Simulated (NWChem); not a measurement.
System: CHF$_{2}$O$_{3}$S, doublet; SMILES O=S(=O)(O)[C](F)F

The following NWChem deck was run.

```
start job
memory heap 200 mb stack 900 mb global 1100 mb
geometry units angstroms noautoz
  O     -1.167089    -1.235653    -0.650979
  S      0.033613    -0.683032    -0.067215
  O      1.362351    -1.164988    -0.321389
  O     -0.164745    -0.653275     1.540137
  C      0.039291     1.069033    -0.473922
  F      1.091392     1.733135    -0.085444
  F     -1.077663     1.693669    -0.199453
  H     -1.105633    -0.803866     1.728069
end
basis spherical
  O library 6-311g**
  S library 6-311g**
  C library 6-311g**
  F library 6-311g**
  H library 6-311g**
end
dft
  odft
  mult 2
  xc pbe0
  iterations 150
  mulliken
end
task dft energy
```

Output (shortened):

```
             Northwest Computational Chemistry Package (NWChem) 7.3.0
             --------------------------------------------------------

 C1  symmetry detected

                             Geometry "geometry" -> ""
                             -------------------------

 Output coordinates in angstroms (scale by  1.889725989 to convert to a.u.)

  No.       Tag          Charge          X              Y              Z
 ---- ---------------- ---------- -------------- -------------- --------------
    1 O                    8.0000    -1.17427959    -1.20533125    -0.72095051
    2 S                   16.0000     0.03779607    -0.69117415    -0.12566005
    3 O                    8.0000     1.36298264    -1.13323413    -0.45866786
    4 O                    8.0000    -0.11343881    -0.80362250     1.48315790
    5 C                    6.0000     0.01490473     1.08955218    -0.37797798
    6 F                    9.0000     1.07164651     1.72995132     0.03680977
    7 F                    9.0000    -1.09935324     1.67451917    -0.01834982
    8 H                    1.0000    -1.04691900    -0.98125801     1.68397292

 Effective nuclear repulsion energy (a.u.)     441.0946558000

                                 NWChem DFT Module
                                 -----------------

 Summary of "ao basis" -> "ao basis" (spherical)
 ------------------------------------------------------------------------------
       Tag                 Description            Shells   Functions and Types
 ---------------- ------------------------------  ------  ---------------------
 O                          6-311g**                 8       18   4s3p1d
 S                          6-311g**                12       26   6s5p1d
 C                          6-311g**                 8       18   4s3p1d
 F                          6-311g**                 8       18   4s3p1d
 H                          6-311g**                 4        6   3s1p

            General Information
            -------------------
          SCF calculation type: DFT
          Wavefunction type:  spin polarized.
          No. of atoms     :     8
          No. of electrons :    65
           Alpha electrons :    33
            Beta electrons :    32
          Charge           :     0
          Spin multiplicity:     2
          Use of symmetry is: off; symmetry adaption is: off
          Maximum number of iterations: 150
          AO basis - number of functions:   140
                     number of shells:    64
          Convergence on energy requested:  1.00D-06
          Convergence on density requested:  1.00D-05
          Convergence on gradient requested:  5.00D-04

              XC Information
              --------------
                         PBE0 Method XC Functional
                     Hartree-Fock (Exact) Exchange  0.250
          PerdewBurkeErnzerhof Exchange Functional  0.750
            Perdew 1991 LDA Correlation Functional  1.000 local
           PerdewBurkeErnz. Correlation Functional  1.000 non-local

             Grid Information
             ----------------
          Grid used for XC integration:  medium
          Radial quadrature: Mura-Knowles
          Angular quadrature: Lebedev.
          Tag              B.-S. Rad. Rad. Pts. Rad. Cut. Ang. Pts.
          ---              ---------- --------- --------- ---------
          O                   0.60       49          10.0       434
          S                   1.00       88           8.0       590
          C                   0.70       49          10.0       434
          F                   0.50       49          10.0       434
          H                   0.35       45           9.0       434
          Grid pruning is: on
          Number of quadrature shells:   427
          Spatial weights used:  Erf1

      Superposition of Atomic Density Guess
      -------------------------------------

 Sum of atomic energies:        -858.78615443

      Non-variational initial energy
      ------------------------------

 Total energy =    -861.371720
 1-e energy   =   -2067.631505
 2-e energy   =     765.165129
 HOMO         =      -0.100806
 LUMO         =       0.089416

     ---------------------------------------------
      Total Density - Mulliken Population Analysis
     ---------------------------------------------

    Atom       Charge   Shell Charges
 -----------   ------   -------------------------------------------------------
    1 O    8     8.89   1.08  0.91  1.01  1.06  2.26  0.83  1.73  0.01
    2 S   16    14.02   0.77  1.19  0.94  1.05  0.92  0.24  1.82  4.07  0.75  1.64  0.24  0.40
    3 O    8     8.88   1.08  0.91  1.01  1.06  2.26  0.83  1.72  0.01
    4 O    8     8.70   1.08  0.91  0.97  1.03  2.20  0.78  1.71  0.01
    5 C    6     5.26   1.10  0.89  0.36  0.76  1.03  0.48  0.49  0.14
    6 F    9     9.33   1.08  0.92  1.18  1.10  2.47  0.83  1.76  0.00
    7 F    9     9.34   1.08  0.92  1.18  1.10  2.47  0.83  1.77  0.00
    8 H    1     0.58   0.20  0.27  0.06  0.05

     --------------------------------------------
      Spin Density - Mulliken Population Analysis
     --------------------------------------------

    Atom       Charge   Shell Charges
 -----------   ------   -------------------------------------------------------
    1 O    8     0.01   0.00 -0.00  0.00  0.00  0.00  0.00  0.00  0.00
    2 S   16     0.14   0.00 -0.00  0.00 -0.00  0.02  0.01  0.00 -0.00  0.02  0.05  0.03  0.01
    3 O    8     0.01   0.00 -0.00  0.00  0.00  0.01 -0.00  0.00  0.00
    4 O    8     0.05   0.00 -0.00  0.02  0.01  0.03 -0.01  0.01  0.00
    5 C    6     0.69   0.00 -0.00  0.10  0.04  0.23  0.08  0.23  0.00
    6 F    9     0.05   0.00 -0.00  0.02  0.00  0.03 -0.00 -0.00  0.00
    7 F    9     0.05   0.00 -0.00  0.02  0.00  0.03 -0.00 -0.00  0.00
    8 H    1     0.00   0.00  0.00  0.00  0.00

   convergence    iter        energy       DeltaE   RMS-Dens  Diis-err
 ---------------- ----- ----------------- --------- --------- ---------
 d= 0,ls=0.0,diis     1   -861.2918790309 -1.30D+03  9.43D-03  9.51D-01
                                                     9.29D-03  9.13D-01
 d= 0,ls=0.0,diis     2   -860.5709837407  7.21D-01  6.32D-03  3.00D+00
                                                     6.51D-03  3.00D+00
 d= 0,ls=0.0,diis     3   -861.6275486541 -1.06D+00  1.08D-03  4.14D-02
                                                     1.09D-03  4.10D-02
 d= 0,ls=0.0,diis     4   -861.6334781975 -5.93D-03  5.71D-04  2.39D-02
                                                     5.69D-04  2.35D-02
 d= 0,ls=0.0,diis     5   -861.6414039857 -7.93D-03  1.41D-04  1.44D-03
                                                     1.53D-04  1.51D-03
  Resetting Diis
 d= 0,ls=0.0,diis     6   -861.6419106162 -5.07D-04  5.42D-05  1.07D-04
                                                     5.37D-05  1.01D-04
 d= 0,ls=0.0,diis     7   -861.6419434864 -3.29D-05  6.55D-05  4.57D-05
                                                     6.20D-05  4.01D-05
 d= 0,ls=0.0,diis     8   -861.6419037163  3.98D-05  4.15D-05  1.64D-04
                                                     4.25D-05  1.69D-04
 d= 0,ls=0.0,diis     9   -861.6419636262 -5.99D-05  6.16D-06  8.07D-07
                                                     7.98D-06  1.08D-06
 d= 0,ls=0.0,diis    10   -861.6419641990 -5.73D-07  5.99D-06  8.41D-07
                                                     5.61D-06  5.63D-07

         Total DFT energy =     -861.641964198966
      One electron energy =    -2066.013177101894
           Coulomb energy =      841.020510363905
    Exchange-Corr. energy =      -77.743953260940
 Nuclear repulsion energy =      441.094655799963

 Numeric. integr. density =       64.999997343378

                    DFT Final Alpha Molecular Orbital Analysis
                    ------------------------------------------

 Vector   31  Occ=1.000000D+00  E=-3.817764D-01
              MO Center= -1.6D-01, -7.2D-01, -2.6D-01, r^2= 2.9D+00
   Bfn.  Coefficient  Atom+Function         Bfn.  Coefficient  Atom+Function
  ----- ------------  ---------------      ----- ------------  ---------------
    90      0.310906  5 C  s                  8     -0.256260  1 O  py
    12     -0.249792  1 O  py                 4     -0.171694  1 O  py
    52     -0.169273  3 O  py                56     -0.160030  3 O  py
    75      0.152024  4 O  pz                86      0.149723  5 C  s
    71      0.147279  4 O  pz                88     -0.146582  5 C  py

 Vector   32  Occ=1.000000D+00  E=-3.663879D-01
              MO Center= -5.3D-02, -1.1D+00, -3.9D-01, r^2= 2.5D+00
   Bfn.  Coefficient  Atom+Function         Bfn.  Coefficient  Atom+Function
  ----- ------------  ---------------      ----- ------------  ---------------
    13      0.232469  1 O  pz                 9      0.228007  1 O  pz
    11     -0.213880  1 O  px                 7     -0.210984  1 O  px
    57     -0.208265  3 O  pz                53     -0.205842  3 O  pz
    51     -0.165098  3 O  px                55     -0.158870  3 O  px
     5      0.152877  1 O  pz                 3     -0.142974  1 O  px

 Vector   33  Occ=1.000000D+00  E=-2.939989D-01
              MO Center=  3.3D-02,  9.3D-01, -3.5D-01, r^2= 2.1D+00
   Bfn.  Coefficient  Atom+Function         Bfn.  Coefficient  Atom+Function
  ----- ------------  ---------------      ----- ------------  ---------------
    89      0.394525  5 C  pz                93      0.303163  5 C  pz
    90     -0.250241  5 C  s                 85      0.228568  5 C  pz
   111     -0.218462  6 F  pz               129     -0.214376  7 F  pz
   107     -0.184603  6 F  pz               125     -0.178744  7 F  pz
    35      0.176157  2 S  py                86     -0.149859  5 C  s

[...]
```

Level: PBE0/6-311G** (spherical d), spin-unrestricted. Coordinates come from a PBE0/def2-SVP, spin-unrestricted optimisation. Not confirmed as a minimum by frequencies. No stability test was run on the SCF state.
